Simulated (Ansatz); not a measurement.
CH₃AlBClO (`[AlH2][C]1(Cl)BO1`), relaxed with RKS PBE0-D4/def2-TZVP in Ansatz from a PBE-D4/def2-SVP geometry. The force threshold is 0.005 eV/Å; the program also tests the step.

Charge 0, multiplicity 1.

Start:

```xyz
8

Al   -0.138    1.278   -0.932
C    -0.295   -0.189    0.374
Cl   -1.870   -0.292    1.250
B     0.584   -1.439    0.544
O     0.903   -0.398    1.322
H    -1.461    1.951   -1.516
H     1.340    1.663   -1.407
H     0.937   -2.574    0.366
```

```tsv
step	energy (eV)	largest force (eV/Å)	largest move (Å)
1	-22918.1959	0.669	0.000
2	-22918.2230	0.347	0.025
3	-22918.2288	0.069	0.018
4	-22918.2294	0.047	0.012
5	-22918.2296	0.022	0.005
6	-22918.2297	0.008	0.008
7	-22918.2297	0.006	0.004
8 (rejected)	-22918.2297	0.021	0.012
9	-22918.2298	0.005	0.006
10	-22918.2298	0.007	0.009
11	-22918.2298	0.007	0.004
12	-22918.2298	0.004	0.006
```

End:

```xyz
8

Al   -0.136    1.262   -0.926
C    -0.294   -0.190    0.375
Cl   -1.856   -0.302    1.222
B     0.583   -1.421    0.538
O     0.869   -0.386    1.316
H    -1.443    1.959   -1.473
H     1.328    1.610   -1.416
H     0.948   -2.531    0.363
```

Hardware: 2 threads of an Arm Neoverse V1 on a shared host. Wall time 72 s, peak host memory 0.45 GiB.
